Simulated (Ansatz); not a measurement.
A run for Ansatz (a program for electronic structure): R-PBE0/def2-TZVPP on C2H7Ga (SMILES C[CH2][GaH2]), a point of a torsion scan.

Ansatz 0.2 input:
```yaml
crystal:
  periodic: [false, false, false]
  atoms:
    - {symbol: C, position_ang: [-1.08494010, 0.49234878, 0.27561578]}
    - {symbol: C, position_ang: [-0.31398856, -0.68919634, -0.32904165]}
    - {symbol: Ga, position_ang: [1.65042017, -0.48600656, 0.18450040]}
    - {symbol: H, position_ang: [-2.11371562, 0.52626800, -0.08287771]}
    - {symbol: H, position_ang: [-0.59971622, 1.43622258, 0.00940026]}
    - {symbol: H, position_ang: [-1.10095268, 0.42440274, 1.36506660]}
    - {symbol: H, position_ang: [-0.44442237, -0.69169723, -1.41835198]}
    - {symbol: H, position_ang: [-0.72068583, -1.64123492, 0.03309765]}
    - {symbol: H, position_ang: [2.70598832, -1.65244570, 0.40671664]}
    - {symbol: H, position_ang: [2.24419226, 0.95538795, 0.48290037]}
basis:
  gaussian:
    orbitals: def2-TZVPP
hamiltonian:
  xc: {name: PBE0}
scf: {lower_state_search: off}
```

It printed:

```
WARN ansatz: RAYON_NUM_THREADS=1 ignored (pool sized by the plan → 1); use --threads N
Functional definition: PBE0
these checks for a lower state are left out or cut short: stability, starts, cluster_reference, orbital_swaps, neighbouring_geometries, increment
integrals: 0.12 GiB planned
1186 factors; their error is unknown
mean field: 1.07 GiB planned
mean field evaluation 1: about -54548.1385 eV, gradient 6.2e1 eV
mean field evaluation 2: about -54539.4540 eV, gradient 8.4e1 eV
mean field evaluation 4: about -54556.5548 eV, gradient 2.9e0 eV
mean field evaluation 8: about -54556.7469 eV, gradient 6.3e-2 eV
mean field evaluation 16: about -54556.7469 eV, gradient 1.8e-6 eV
mean field -54556.74688202 eV, -2004.9234680230 hartree, gradient 1.8e-6 eV, S^2 0.000000; 0 other end points of the search recorded, 0 dependent functions left out
reference -54556.74691586 eV, -2004.9234692666 hartree; 25, 25 occupied and 183, 183 virtual orbitals, 1186 factors
Total energy: -54556.74691586 eV, -2004.9234692666 hartree
Checks for a lower state left out: stability, starts, cluster_reference, orbital_swaps, neighbouring_geometries, increment
```

The calculation finished and met its thresholds.

Cost: roughly 2.9 core-seconds.
